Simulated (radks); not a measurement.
Effect of the nuclear size on the germanium ion Ge+, [Ar] 3d10 4s2 4p1. All-electron calculation, Dirac Kohn-Sham, BLYP, spin-unpolarised, spherical densities, finite nucleus; open shells fill j = l - 1/2 first; Fermi nuclear charge, rms radius 4.0742 fm. Program: a radial shooting solver on a logarithmic mesh with Libxc functionals. The rms radius is varied about that value; shifts are against it.

| rms radius (fm) | total energy shift (eV) | density at nucleus (e/bohr^3) | 1s1/2 shift (meV) | 2s1/2 shift (meV) | 2p1/2 shift (meV) | 3s1/2 shift (meV) |
|---|---|---|---|---|---|---|
| 3.6138 | -0.0725 | 3.198e+04 | -30.8 | -3.00 | 0.247 | -0.444 |
| 3.9357 | -0.0227 | 3.181e+04 | -9.62 | -0.937 | 0.077 | -0.139 |
| 4.0742 | 0 | 3.174e+04 | 0.000 | 0.000 | 0.000 | 0.000 |
| 4.4205 | 0.0598 | 3.157e+04 | 25.4 | 2.48 | -0.204 | 0.367 |
| 4.5387 | 0.0813 | 3.152e+04 | 34.5 | 3.36 | -0.277 | 0.499 |

Slopes of the eigenvalues against <r^2> in GHz/fm^2, as finite differences over the two radii next to the reference (eigenvalue slopes, not the field-shift constants of lines): 1s1/2 2090, 2s1/2 204, 2p1/2 -16.8, 3s1/2 30.2.
